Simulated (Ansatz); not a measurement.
B2H6OSi (`B[SiH2]BO`), relaxed with RKS PBE0-D4/def2-TZVP in the Gaussian-basis code of Ansatz from a PBE-D4/def2-SVP geometry. The force threshold is 0.005 eV/Å; the program also tests the step.

Charge 0, multiplicity 1.

Start:

```xyz
10

B     0.628   -1.557    0.708
Si    0.771    0.407    0.404
B    -0.613    0.660   -1.101
O    -1.890    1.051   -0.865
H    -0.212   -2.001    1.470
H     1.279   -2.349    0.054
H     0.333    1.235    1.593
H     2.117    0.890   -0.074
H    -0.334    0.444   -2.269
H    -2.078    1.219    0.078
```

(1) How much energy does the relaxation release, and in how many steps? (Best estimate.)

(2) Which bonds change most? (Best estimate.)

(3) Give the relaxed structure. (An estimate is asked.)

Answers

(1) Ansatz gave: 3.16 kJ/mol, in 16 steps, 2 of them rejected.

(2) Computed: B1–H5 from 1.218 to 1.196 Å; B1–H6 from 1.216 to 1.196 Å; B3–H9 from 1.220 to 1.199 Å; Si2–H7 from 1.514 to 1.496 Å.

(3) Ansatz gave: 
```xyz
10

B     0.682   -1.600    0.719
Si    0.698    0.370    0.403
B    -0.647    0.658   -1.112
O    -1.870    1.187   -0.906
H    -0.060   -2.094    1.517
H     1.350   -2.335    0.053
H     0.258    1.154    1.598
H     2.030    0.877   -0.036
H    -0.397    0.350   -2.244
H    -2.045    1.433    0.007
```
